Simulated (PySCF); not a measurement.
Species: C₂H₈B₃NO₃.
SMILES: `O1BOBOB1N(C)C`

Torsions of this conformer, `[CH3:1][N:2]([CH3:3])[B:4]1[O:5][BH:6][O:7][BH:8][O:9]1`: C1–N2–B4–O5 1°.

The closed-shell ground state was solved at several levels (PySCF, density fitting, gas phase, non-relativistic). Geometry: PBE0-D3(BJ)/def2-SVP; no solvent, vibrations or thermal averaging.

```tsv
level	basis functions	HOMO (eV)	LUMO (eV)	gap (eV)	dipole (D)
PBE0/pcSseg-1	193	-7.10	-0.16	6.94	2.36
wB97X-D/pcSseg-1	193	-8.94	1.78	10.72	2.27
B3LYP/def2-SVPD	253	-6.93	-0.49	6.44	2.23
```

**Question.** Estimate the row for B3LYP/pcJ-1, a basis of 323 functions; the other rows only guide the guess.

**Answer.** HOMO -6.88 eV, LUMO -0.40 eV, gap 6.48 eV, dipole 2.32 D.

**Question.** Over all these levels, which gives the widest orbital gap and which the narrowest?

**Answer.** wB97X-D/pcSseg-1 (range-separated hybrid) has the widest, 10.72 eV, and B3LYP/def2-SVPD (global hybrid, 20 % exact exchange) the narrowest, 6.44 eV. Functional and basis both differ between the two, so the spread mixes both effects.

**Question.** How far do the dipole and the HOMO energy spread over the levels?

**Answer.** The dipole runs from 2.23 to 2.36 D (mean 2.30 D) and the HOMO from -8.94 to -6.88 eV.
